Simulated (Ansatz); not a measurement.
**Isomers of C4H11Al**

2 of its isomers, all singlets with charge 0: A = `C[CH2][AlH][CH2]C`; B = `CC(C)[CH2][AlH2]`.

Shapes, held fixed at every level: PBE0-D4/def2-TZVP. Flexible molecules stand in one conformer, not always the lowest. Programs: Ansatz 0.2.0.

A:

```xyz
16

C    -0.9460    1.5890    0.8709
C     0.3460    1.0532    1.4841
Al    1.1972   -0.5376    0.7095
C     0.6197   -1.4884   -0.9085
C    -0.5361   -0.9310   -1.7366
H    -0.8143    1.8625   -0.1789
H    -1.3125    2.4789    1.3923
H    -1.7478    0.8464    0.9029
H     0.1975    0.8349    2.5512
H     1.1162    1.8386    1.4865
H     2.4810   -1.1125    1.4668
H     0.3947   -2.5176   -0.5919
H     1.5155   -1.6017   -1.5355
H    -0.3186    0.0729   -2.1112
H    -0.7599   -1.5561   -2.6068
H    -1.4554   -0.8540   -1.1507
```

B:

```xyz
16

C     0.3530    1.3588   -0.5001
C     0.5232    0.0376    0.2372
C     1.8074   -0.6566   -0.1972
C    -0.7030   -0.8551    0.0338
Al   -2.3980   -0.1350    0.7014
H     1.2203    2.0105   -0.3678
H     0.2261    1.1871   -1.5742
H    -0.5240    1.9100   -0.1416
H     0.6109    0.2651    1.3080
H     2.6843   -0.0252   -0.0262
H     1.7708   -0.8967   -1.2647
H     1.9543   -1.5925    0.3477
H    -0.5474   -1.8273    0.5261
H    -0.8106   -1.1002   -1.0324
H    -3.7887   -0.6897    0.1622
H    -2.4014    0.9866    1.8322
```

Electronic energies in kJ/mol, without zero-point or thermal terms.

Question: Which isomer should be the most stable, and roughly by how much?

Answer: A < B in rising energy, over a span of 14 kJ/mol, by CCSD(T)/CBS estimate. All levels agree on that. The B − A difference spans +12.3 to +18.5 kJ/mol over the levels. The CBS estimate extrapolates MP2 from def2-TZVPP and def2-QZVPP and adds CCSD(T) − MP2 in the triple-zeta set, cores frozen.

```tsv
level	kind	B − A
HF/def2-SVP	Hartree–Fock	+12.3
BHLYP-D4/def2-TZVPP	global hybrid	+17.2
PBE0-D4/def2-TZVPP	global hybrid	+18.5
MP2/def2-TZVPP	perturbation theory	+12.7
CCSD(T)/def2-TZVPP	coupled cluster or CI	+13.3
CCSD/def2-TZVPP	coupled cluster or CI	+13.9
CCSD(T)/CBS estimate	coupled cluster or CI	+14.5
```
